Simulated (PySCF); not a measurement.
# Correlation energy of Re (rhenium, neutral)

[Xe] 4f14 5d6 6s1, high-spin 6D determinant (an excited configuration). Calculation: PySCF 2.14, in aug-cc-pVTZ-PP with ECP60MDF (6s6p5d3f2g, 88 functions); a scalar-relativistic core potential. Frozen: 5s2 5p6; 7 electrons correlated.

MP2 pair energies summed by pair of shells (mhartree):

```
 pair   energy  share (%)
5d-5d  -103.40       76.5
5d-6s   -31.85       23.5
```

Total MP2 correlation energy: -135.25 mhartree.

Same-spin part -77.48 and opposite-spin part -57.78 mhartree; SCS-MP2 scales them by 1/3 and 6/5 to -95.16 mhartree.
